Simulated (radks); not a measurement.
Results of a calculation; reference values are marked as such.
Sr XXV, 14 electrons, occupied as [Ne] 3s2 3p1.5 3d0.5 (fractional occupations, a model configuration).

Level of theory: scalar-relativistic Kohn-Sham, LDA (Slater exchange, Perdew-Wang correlation), spin-polarised, spherical densities, point nucleus; open shells are filled with parallel spins first (spin-orbit coupling, left out, can overturn this in heavy ions) (a radial shooting solver on a logarithmic mesh with Libxc functionals).

Energy parts (Ry):
total: -5590.27799
kinetic: 5750.20731
electron-nucleus: -12209.74377
Hartree: 1002.51606
exchange-correlation: -133.25759

Orbitals (lengths in bohr, moments of r in powers of bohr):
orbital,occ.,eigenvalue (Ry),<r^2>,<r>,<1/r>
1s up,1,-1251.169,0.002070,0.03920,38.95
1s down,1,-1250.991,0.002070,0.03919,38.96
2s up,1,-236.5489,0.03418,0.1705,8.804
2s down,1,-236.2701,0.03411,0.1703,8.811
2p up,3,-219.7770,0.02675,0.1482,8.591
2p down,3,-219.4934,0.02670,0.1481,8.594
3s up,1,-88.44269,0.2046,0.4243,3.469
3s down,1,-87.67753,0.2055,0.4252,3.459
3p up,1.5,-83.08936,0.1963,0.4128,3.367
3p down,0,-82.31850,0.1972,0.4137,3.359
3d up,0.5,-75.71709,0.1578,0.3697,3.199
3d down,0,-74.99240,0.1581,0.3698,3.202
4s up,0,-45.34477,0.7264,0.8038,1.826
4s down,0,-45.08199,0.7331,0.8075,1.817
4p up,0,-43.18019,0.7322,0.8040,1.781
4p down,0,-42.92066,0.7395,0.8080,1.771

The highest occupied level is 3d up at -1030.2 eV. The configuration is held as typed, so some empty levels lie below it. The density falls to 0.001 e/bohr^3 at r = 1.10 bohr. Spin moment in Bohr magnetons: 2. Summed over all electrons, <r^2> = 1.016 bohr^2, which gives a Langevin (diamagnetic) susceptibility term of -0.805 x 10^-6 cm^3/mol.
